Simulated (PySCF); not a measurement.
GaH, SMILES [GaH] (connectivity only; charge and spin as stated), neutral, multiplicity 1.

Geometry optimised at PBE0-D3(BJ)/def2-TZVPD.

Two levels are set side by side: TDA-PBE/def2-TZVPD (PySCF) and TDA-PBE0/def2-TZVPD (PySCF). Vertical, same geometry. The lowest singlet is HOMO→LUMO+1 98 % with PBE and HOMO→LUMO+1 98 % with the other functional; states are paired by order. Differences are taken from unrounded values.

```
quantity                               TDA-PBE0
-------------------------------------  --------
lowest singlet excitation (eV)             3.04
lowest triplet excitation (TDA) (eV)       1.97
first bright state (f over 0.05) (eV)      5.50
its oscillator strength                    0.23
```

### Question
What does TDA-PBE give, and how far is it from TDA-PBE0? (Estimate from the structure and the level; the computed values follow.)

### Answer

```csv
quantity,TDA-PBE,TDA-PBE minus TDA-PBE0
lowest singlet excitation (eV),2.94,-0.10
lowest triplet excitation (TDA) (eV),1.99,0.02
first bright state (f over 0.05) (eV),5.25,-0.25
its oscillator strength,0.21,-0.01
```

A lower first singlet is the usual sign of a functional without exact exchange. Differences between two approximate levels are no errors against the true value.

Rough cost on one machine, each run with all the roots and properties that it gave: TDA-PBE0 against TDA-PBE within a factor of 2.
